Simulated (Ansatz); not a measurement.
Reaction (cleavage of the Ge–B bond): `[NH2][GeH2][B](O)O` + `[NH2][GeH2][OH]` → `[NH2][GeH2][O][GeH2][NH2]` + `OBO`

Gas-phase electronic energies from Ansatz, PBE0-D4/def2-TZVP geometries. CBS: MP2 limit from def2 TZ/QZ plus the TZ coupled-cluster correction, frozen cores. This one scheme is used for every species. DFT in def2-TZVPP. B3LYP here is the variant with VWN-RPA as its local correlation; programs differ in this. For Ge outer-core shells are correlated without core-valence functions, which leaves a few kJ/mol of doubt a bond. Scalar relativity is left out up to krypton. One conformer a species, not always the lowest.

(1) Is it downhill or uphill in electronic energy at CCSD(T)/CBS, and by how much? (Best estimate.)

(2) What do these levels give: PBE-D4, r2SCAN-D4, PBE0-D4, ωB97X-V, r2SCAN, PBE0, B3LYP, HF/def2-TZVPP, CCSD/def2-TZVPP, CCSD(T)/def2-TZVPP, HF/def2-QZVPP, MP2/CBS(def2)? (An estimate is asked.)

Largest T1 diagnostic among the species: 0.013.

Answers

(1) Computed: Downhill: ΔE = -81.6 kJ/mol.

(2) Ansatz gave: PBE-D4 -67.1, r2SCAN-D4 -79.2, PBE0-D4 -72.6, ωB97X-V -83.7, r2SCAN -78.0, PBE0 -68.5, B3LYP -76.5, HF/def2-TZVPP -99.9, CCSD/def2-TZVPP -85.8, CCSD(T)/def2-TZVPP -85.7, HF/def2-QZVPP -100.9, MP2/CBS(def2) -86.7 kJ/mol.

The D4 term adds −7.0 kJ/mol with B3LYP and −4.0 kJ/mol with PBE0; it sums over pairs of atoms, weighted by their polarisabilities, and B3LYP, whose exchange is more repulsive, gets the larger term. In def2-TZVPP, CCSD(T) changes the Hartree–Fock value by +14.2 kJ/mol (the triples alone add +0.1 kJ/mol) and MP2 by +9.1 kJ/mol. From PBE to PBE0 (25 % exact exchange), in def2-TZVPP and without D4, ΔE moves by −5.9 kJ/mol.
